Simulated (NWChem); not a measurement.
System: SiNH₄ anion

Here is an NWChem input.

```
start job
memory heap 200 mb stack 900 mb global 1100 mb
charge -1
geometry units angstroms
  N     -0.066872     1.213644     0.000000
  Si    -0.014111    -0.460298     0.000000
  H      0.837397     1.687389     0.000000
  H      0.637964    -1.226410    -1.170596
  H     -1.416245    -1.039180     0.000000
  H      0.637964    -1.226410     1.170596
end
basis spherical
  N library def2-tzvp
  Si library def2-tzvp
  H library def2-tzvp
end
dft
  xc becke88 perdew86
  iterations 150
end
driver
  maxiter 120
end
task dft optimize
task dft freq
```

Sets without diffuse functions describe the anion's extra electron poorly. The highest occupied level is positive, so the extra electron may be held by the finite basis.

The level has its own optimisation; frequencies are unscaled.

Problem. Give the results of this calculation. (BP86/def2-TZVP.) Quantities: r N–Si (Å); r H–N (Å); highest harmonic frequency (cm⁻¹); lowest (cm⁻¹); zero-point energy (kcal/mol).

Solution. 
```
Item                               Value
---------------------------------  -----
r N–Si (Å)                         1.673
r H–N (Å)                          1.029
highest harmonic frequency (cm⁻¹)   3359
lowest (cm⁻¹)                        311
zero-point energy (kcal/mol)        21.7
```
